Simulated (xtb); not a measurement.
xtb input (GFN1-xTB):

```bash
xtb mol.xyz --gfn 1 --sp --chrg 0 --uhf 0
```
mol.xyz:
```
10

Si     0.94951313    -0.77843194    -0.19166381
F      2.08508578     0.03224670     0.60805698
N     -0.34664848     0.22209456    -0.68307765
Si    -1.77847588     0.65594424     0.20082273
H      0.43879553    -1.80149154     0.73649390
H      1.61362142    -1.33777200    -1.38419790
H     -0.21487297     0.69926603    -1.56568574
H     -2.99651456     0.36125589    -0.59058364
H     -1.80042243     2.09779915     0.54418777
H     -1.77436139    -0.14911182     1.44059154
```

End of the output:

```
         :::::::::::::::::::::::::::::::::::::::::::::::::::::
         ::                     SUMMARY                     ::
         :::::::::::::::::::::::::::::::::::::::::::::::::::::
         :: total energy             -15.447261504198 Eh    ::
         :: gradient norm              0.042532396867 Eh/a0 ::
         :: HOMO-LUMO gap              6.411753373327 eV    ::
         ::.................................................::
         :: SCC energy               -15.543652035879 Eh    ::
         :: -> electrostatic           0.030263942246 Eh    ::
         :: repulsion energy           0.099525968722 Eh    ::
         :: dispersion energy         -0.003135437040 Eh    ::
         :: halogen bond corr.         0.000000000000 Eh    ::
         :: add. restraining           0.000000000000 Eh    ::
         :: total charge               0.000000000000 e     ::
         :::::::::::::::::::::::::::::::::::::::::::::::::::::

           -------------------------------------------------
          |                Property Printout                |
           -------------------------------------------------

    * Orbital Energies and Occupations

         #    Occupation            Energy/Eh            Energy/eV
      -------------------------------------------------------------
         1        2.0000           -0.8309417             -22.6111
         2        2.0000           -0.7363249             -20.0364
         3        2.0000           -0.6093621             -16.5816
         4        2.0000           -0.5911833             -16.0869
         5        2.0000           -0.5427373             -14.7686
         6        2.0000           -0.5418958             -14.7457
         7        2.0000           -0.5310090             -14.4495
         8        2.0000           -0.5106888             -13.8966
         9        2.0000           -0.4666167             -12.6973
        10        2.0000           -0.4623915             -12.5823
        11        2.0000           -0.4573836             -12.4460
        12        2.0000           -0.4508803             -12.2691
        13        2.0000           -0.4279563             -11.6453 (HOMO)
        14                         -0.1923287              -5.2335 (LUMO)
        15                         -0.1623221              -4.4170
        16                         -0.1598636              -4.3501
Note: The following floating-point exceptions are signalling: IEEE_DENORMAL
normal termination of xtb
        17                         -0.1525214              -4.1503
        18                         -0.1337326              -3.6390
        19                         -0.1151910              -3.1345
        20                         -0.0629342              -1.7125
        21                         -0.0529318              -1.4403
        22                         -0.0508715              -1.3843
        23                         -0.0447747              -1.2184
        24                         -0.0385410              -1.0488
       ...                                ...                  ...
        38                          1.5143636              41.2079
      -------------------------------------------------------------
                  HL-Gap            0.2356276 Eh            6.4118 eV
             Fermi-level           -0.3101425 Eh           -8.4394 eV

  Mulliken/CM5 charges         n(s)   n(p)   n(d)
     1Si    0.44834  0.29134   1.127  1.554  0.871
     2F    -0.23742 -0.21708   1.767  5.470  0.000
     3N    -0.41642 -0.69456   1.446  3.970  0.000
     4Si    0.31903  0.10518   1.233  1.797  0.651
     5H    -0.05138  0.03651   1.051  0.000  0.000
     6H    -0.06135  0.02531   1.061  0.000  0.000
     7H     0.22804  0.42992   0.772  0.000  0.000
     8H    -0.08155  0.00179   1.082  0.000  0.000
     9H    -0.07744  0.00577   1.077  0.000  0.000
    10H    -0.06984  0.01583   1.070  0.000  0.000

Wiberg/Mayer (AO) data.
largest (>0.10) Wiberg bond orders for each atom

 ---------------------------------------------------------------------------
     #   Z sym  total        # sym  WBO       # sym  WBO       # sym  WBO
 ---------------------------------------------------------------------------
     1  14 Si   4.525 --     2 F    1.268     3 N    1.199     6 H    0.935
                             5 H    0.933     4 Si   0.138
     2   9 F    1.316 --     1 Si   1.268
     3   7 N    3.382 --     4 Si   1.235     1 Si   1.199     7 H    0.868
     4  14 Si   4.233 --     3 N    1.235     8 H    0.936     9 H    0.936
                            10 H    0.933     1 Si   0.138
     5   1 H    0.992 --     1 Si   0.933
     6   1 H    0.994 --     1 Si   0.935
     7   1 H    0.950 --     3 N    0.868
     8   1 H    0.990 --     4 Si   0.936
     9   1 H    0.990 --     4 Si   0.936
    10   1 H    0.989 --     4 Si   0.933
 ---------------------------------------------------------------------------

Topologies differ in total number of bonds
Writing topology from bond orders to xtbtopo.mol

 dipole moment from electron density (au)
     X       Y       Z
  -0.1978   0.1082  -0.7487  total (Debye):    1.987

           -------------------------------------------------
          | TOTAL ENERGY              -15.447261504198 Eh   |
          | GRADIENT NORM               0.042532396867 Eh/α |
          | HOMO-LUMO GAP               6.411753373327 eV   |
           -------------------------------------------------

------------------------------------------------------------------------
------------------------------------------------------------------------
 total:
 SCF:
```
